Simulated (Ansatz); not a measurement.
The first iterations of a band of BFHOSi (5 atoms, charge -1, multiplicity 1).

Theory: Ansatz, RKS PBE0-D4/def2-TZVP.

| Property | Result |
| --- | --- |
| movable images | 7 |
| climbing image | yes |
| spring | 0.5 eV/Å² |
| optimiser | quadratic models (default) |
| start path | IDPP |
| force threshold | 0.05 eV/Å |
| iteration limit | 60 |
| end points | relaxed |

First end point:

```xyz
5
Properties=species:S:1:pos:R:3
B -0.607 1.181 0.121
Si 0.115 -0.606 0.001
O -0.510 -1.957 -0.388
F 1.445 -0.682 0.948
H -0.442 2.064 -0.682
```

Last end point:

```xyz
5
Properties=species:S:1:pos:R:3
B 0.254 0.935 -0.916
Si -0.116 -0.544 0.269
O -0.918 -1.846 0.101
F 1.046 -0.568 1.417
H -0.266 2.022 -0.872
```

| iteration | highest image above the first end (eV) | largest band force component (eV/Å) |
| --- | --- | --- |
| 1 | 0.137 | 1.289 |
| 2 | 0.114 | 0.642 |
| 3 | 0.650 | 5.774 |
| 4 | 0.208 | 2.008 |
| 5 | 0.640 | 4.378 |

Q: Does the band converge within its limit, and where does its top end?

A: The run converged. It ended after 16 iterations with the highest image 0.105 eV above the first end. Another band between the same ends (7 images) ends at a top of the same energy, where a vibrational analysis finds 1 clearly imaginary mode. Limits of this set-up: an anion without diffuse functions, the dipole of an ion depends on the origin.

The run took 3.8 min on 2 threads of Arm Neoverse V1, with other jobs on the host, peak memory 0.25 GiB.
